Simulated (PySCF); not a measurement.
**Electronic structure of Ca (calcium, neutral) at the BLYP level**

Configuration: [Ar] 4p2, high-spin 3P determinant (an excited configuration). Calculation: PySCF 2.14, in aug-cc-pwCVTZ-X2C; the spin-free X2C one-electron Hamiltonian (Gaussian nucleus).

```json
{
 "Total energy": "-680.314 hartree",
 "One-electron energy": "-928.939 hartree",
 "Hartree (Coulomb) energy": "284.862 hartree",
 "Exchange-correlation energy": "-36.237 hartree",
 "⟨S²⟩": "2.0000",
 "⟨L²⟩": "2.010",
 "Sum of ⟨r⟩": "22.47 bohr",
 "Sum of ⟨r²⟩": "69.64 bohr²",
 "Traceless quadrupole moment −½Σ⟨3z² − r²⟩ along its main axis": "11.5 e·bohr²",
 "Langevin diamagnetic susceptibility": "-55.2 ×10⁻⁶ cm³/mol"
}
```

```
shell  electrons  mean orbital energy (eV)  spread (eV)  rms radius, mean of both spins (bohr)
 1s α          1                   -3952.4            0                                 0.0889
 1s β          1                   -3952.4            0                                 0.0889
 2s α          1                   -416.74            0                                  0.397
 2s β          1                   -416.71            0                                  0.397
 2p α          3                   -337.42        0.032                                  0.365
 2p β          3                   -337.38        0.066                                  0.365
 3s α          1                   -49.211            0                                   1.24
 3s β          1                   -49.116            0                                   1.24
 3p α          3                   -30.145        0.146                                   1.38
 3p β          3                   -30.064        0.224                                   1.38
 4p α          2                    -2.437            0                                   5.20
```

Densities and radii are taken from the X2C orbitals without a picture-change correction, which distorts them close to the nucleus.
